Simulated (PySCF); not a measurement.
Cl₃NbO (SMILES [O]=[Nb]([Cl])([Cl])[Cl]), singlet, at a GFN2-xTB geometry (such geometries of metal compounds can be far from the true shape) (core potentials on Nb); R2SCAN/def2-SVP run with PySCF.

PySCF was given this input:
```python
from pyscf import gto, scf, dft

mol = gto.Mole()
mol.atom = '''
    Nb    0.24007063   -0.10404666   -0.12692450
    O     1.62517328   -0.70435045   -0.85922341
    Cl    0.67383078    0.90501679    1.77581036
    Cl   -0.80064917    1.36296239   -1.38848845
    Cl   -1.21696291   -1.68558407    0.32313055
'''
mol.basis = 'def2-svp'
mol.ecp = {'Nb': 'def2-svp'}
mol.verbose = 3
mol.build()

mf = dft.RKS(mol)
mf.xc = 'r2scan'
mf.kernel()
mf.analyze()
```

The log (banner, timings and long lists left out):

```
converged SCF energy = -1512.4897813048
**** MO energy ****
MO #1   energy= -101.200266538665  occ= 2
MO #2   energy= -101.200233893692  occ= 2
MO #3   energy= -101.200226691465  occ= 2
MO #4   energy= -18.9966857675093  occ= 2
MO #5   energy= -9.40348933986442  occ= 2
MO #6   energy= -9.40347700339896  occ= 2
MO #7   energy= -9.40347161863341  occ= 2
MO #8   energy= -7.14935486246354  occ= 2
MO #9   energy= -7.14934892660178  occ= 2
MO #10  energy= -7.14932896775754  occ= 2
MO #11  energy= -7.14698226477618  occ= 2
MO #12  energy= -7.14697713178077  occ= 2
MO #13  energy= -7.14696536240071  occ= 2
MO #14  energy= -7.14562025320695  occ= 2
MO #15  energy= -7.14561672824999  occ= 2
MO #16  energy= -7.14559866825804  occ= 2
MO #17  energy= -2.39387132758628  occ= 2
MO #18  energy= -1.48444276141582  occ= 2
MO #19  energy= -1.46732128178072  occ= 2
MO #20  energy= -1.46732055324127  occ= 2
MO #21  energy= -0.869701281120889 occ= 2
MO #22  energy= -0.808680953151923 occ= 2
MO #23  energy= -0.801730068776729 occ= 2
MO #24  energy= -0.80172512107315  occ= 2
MO #25  energy= -0.407766458766679 occ= 2
MO #26  energy= -0.407760926240741 occ= 2
MO #27  energy= -0.401291492515724 occ= 2
MO #28  energy= -0.387759082739957 occ= 2
MO #29  energy= -0.387754118720092 occ= 2
MO #30  energy= -0.384306630328955 occ= 2
MO #31  energy= -0.349118060520395 occ= 2
MO #32  energy= -0.349115739925864 occ= 2
MO #33  energy= -0.330090481499829 occ= 2
MO #34  energy= -0.328653568102016 occ= 2
MO #35  energy= -0.32213874972347  occ= 2
MO #36  energy= -0.322134979564104 occ= 2
MO #37  energy= -0.135421018624524 occ= 0
MO #38  energy= -0.135418697187859 occ= 0
MO #39  energy= -0.0614089442811435 occ= 0
MO #40  energy= -0.0614072169395744 occ= 0
MO #41  energy= -0.039812591250103 occ= 0
MO #42  energy= 0.00391363468836659 occ= 0
MO #43  energy= 0.0618831557394301 occ= 0
MO #44  energy= 0.061889473710703  occ= 0
Dipole moment(X, Y, Z, Debye): -0.88295,  0.38235,  0.46674
```
